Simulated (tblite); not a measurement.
Parent: `[F:1]/[CH:2]=[CH:3]\[CH2:4][SiH2:5][F:6]` with C2–C3–C4–Si5 -99°, C3–C4–Si5–F6 -60°, C3H6F2Si.

The geometries are computed with GFN2-xTB (gas phase). One conformer each, not checked by frequencies here.

| coordinate of the parent | value |
| --- | --- |
| F1–C2 | 1.351 Å |
| C2=C3 | 1.321 Å |
| C3–C4 | 1.488 Å |
| C4–Si5 | 1.908 Å |
| Si5–F6 | 1.613 Å |
| F1–C2–C3 | 121.8° |
| C2–C3–C4 | 124.6° |
| C3–C4–Si5 | 110.8° |
| C4–Si5–F6 | 106.3° |

How does the shared frame change in `[CH3:1][C:2]#[C:3][Si@@H:4]([F:5])[CH2:6]/[CH:7]=[CH:8]\[F:9]` with C3–Si4–C6–C7 -55°, Si4–C6–C7–C8 96°, C6H8F2Si? Atoms pair as F1 = F9, C2 = C8, C3 = C7, C4 = C6, Si5 = Si4, F6 = F5 (parent first).

| parent | relative | value in the relative | change |
| --- | --- | --- | --- |
| F1–C2 | F9–C8 | 1.352 Å | +0.001 |
| C2=C3 | C8=C7 | 1.321 Å | 0.000 |
| C3–C4 | C7–C6 | 1.487 Å | -0.001 |
| C4–Si5 | C6–Si4 | 1.912 Å | +0.004 |
| Si5–F6 | Si4–F5 | 1.619 Å | +0.006 |
| F1–C2–C3 | F9–C8–C7 | 122.1° | +0.3 |
| C2–C3–C4 | C8–C7–C6 | 124.8° | +0.2 |
| C3–C4–Si5 | C7–C6–Si4 | 110.5° | -0.3 |
| C4–Si5–F6 | C6–Si4–F5 | 106.4° | +0.1 |

Of the parent's bonds, Si5–F6 changes most (+0.006 Å). Bonds of the relative outside the shared frame: C1–C2 1.442, C2≡C3 1.206, C3–Si4 1.836 Å. Point group C1 → C1.
